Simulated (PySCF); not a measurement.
[(Z)-prop-1-enyl]silane (C₃H₈Si), SMILES C/C=C\[SiH3]. Atoms are numbered in the order given.

```xyz
12

C      0.7368    -1.8395     0.0000
C     -0.6431    -1.2673     0.0000
C     -0.9628     0.0412     0.0000
Si     0.2573     1.4645     0.0000
H      0.8945    -2.4838     0.8824
H      0.8945    -2.4838    -0.8824
H      1.5185    -1.0640     0.0000
H     -1.4564    -2.0090     0.0000
H     -2.0321     0.2935     0.0000
H      1.1461     1.4430     1.2048
H     -0.4992     2.7521     0.0000
H      1.1461     1.4430    -1.2048
```
Charge 0, spin multiplicity 1.

Geometry optimised at r2SCAN-D4/def2-SVP.

Level of theory: CAM-B3LYP/def2-TZVP run with PySCF.

Symmetry labels are those of the subgroup Cs that the program uses (full group Cs).

Computed valence orbital energies around the gap with their symmetry:
```csv
orbital,symmetry,energy (eV)
HOMO−7,A',-14.82
HOMO−6,A",-13.30
HOMO−5,A',-12.75
HOMO−4,A',-12.07
HOMO−3,A",-11.13
HOMO−2,A',-10.88
HOMO−1,A',-10.22
HOMO,A",-8.77
LUMO,A",0.66
LUMO+1,A',1.83
LUMO+2,A',2.20
LUMO+3,A',2.62
```
